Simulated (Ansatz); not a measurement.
`NC([SiH3])[SiH2]O` + `O[Si](Cl)(Cl)Cl` → `[SiH3]O[Si](Cl)(Cl)Cl` + `NC[SiH2]O`  (ligand exchange at the Si–C bond)

Isolated molecules relaxed with PBE0-D4/def2-TZVP in Ansatz; ΔE leaves out vibrations. CBS: MP2 limit from def2 TZ/QZ plus the TZ coupled-cluster correction, frozen cores. DFT in def2-TZVPP. B3LYP here is the variant with VWN-RPA as its local correlation; programs differ in this. Each species was taken in one conformer, which may not be the lowest.

`NC([SiH3])[SiH2]O`:

Cartesian coordinates in Å:
```
N 1.671 0.098 0.279
C 0.405 -0.036 -0.464
Si -0.130 1.653 -1.096
Si -0.921 -0.934 0.506
O -0.171 -2.288 1.091
H 1.933 -0.792 0.688
H 1.564 0.750 1.048
H 0.599 -0.624 -1.373
H 0.826 2.178 -2.103
H -0.186 2.603 0.050
H -1.486 1.562 -1.704
H -2.094 -1.293 -0.341
H -1.398 -0.090 1.641
H -0.612 -2.789 1.777
```

`O[Si](Cl)(Cl)Cl`:

```xyz
6

O    -1.349   -0.054   -0.022
Si    0.254    0.153   -0.066
Cl    1.051    0.138    1.802
Cl    1.158   -1.315   -1.138
Cl    0.580    1.942   -0.937
H    -1.694   -0.864    0.360
```

`[SiH3]O[Si](Cl)(Cl)Cl`:

```xyz
9

Si    0.076    1.605    0.312
O     0.369    0.102   -0.300
Si    0.005   -1.454   -0.348
Cl    0.225   -2.282    1.491
Cl    1.244   -2.378   -1.651
Cl   -1.915   -1.707   -0.950
H     1.043    2.532   -0.319
H     0.265    1.580    1.782
H    -1.314    2.003   -0.017
```

`NC[SiH2]O`:

```xyz
11

N    -1.439    0.138   -0.081
C    -0.334   -0.814    0.082
Si    1.254    0.175   -0.129
O     1.085    1.529    0.793
H    -2.321   -0.264    0.210
H    -1.542    0.403   -1.053
H    -0.385   -1.699   -0.569
H    -0.347   -1.180    1.114
H     1.421    0.521   -1.572
H     2.456   -0.567    0.325
H     0.152    1.760    0.880
```

Q: Is it downhill or uphill in electronic energy at CCSD(T)/CBS, and by how much? (An estimate is asked.)

A: Ansatz gave: Downhill: ΔE = -115.9 kJ/mol.

Q: What do these levels give: PBE-D4, r2SCAN-D4, B3LYP-D4, ωB97X-V, B2PLYP, PBE, r2SCAN, PBE0, HF/def2-TZVPP, SCS-MP2/def2-TZVPP, HF/def2-QZVPP, SCS-MP2/def2-QZVPP? (An estimate is asked.)

A: Computed: PBE-D4 -97.5, r2SCAN-D4 -110.5, B3LYP-D4 -118.2, ωB97X-V -115.2, B2PLYP -120.7, PBE -98.7, r2SCAN -110.6, PBE0 -106.4, HF/def2-TZVPP -143.7, SCS-MP2/def2-TZVPP -122.9, HF/def2-QZVPP -145.9, SCS-MP2/def2-QZVPP -123.5 kJ/mol.

Largest T1 diagnostic among the species: 0.011.

In def2-TZVPP, CCSD(T) changes the Hartree–Fock value by +27.6 kJ/mol (the triples alone add +4.3 kJ/mol) and MP2 by +26.6 kJ/mol. From PBE to PBE0 (25 % exact exchange), in def2-TZVPP and without D4, ΔE moves by −7.7 kJ/mol.
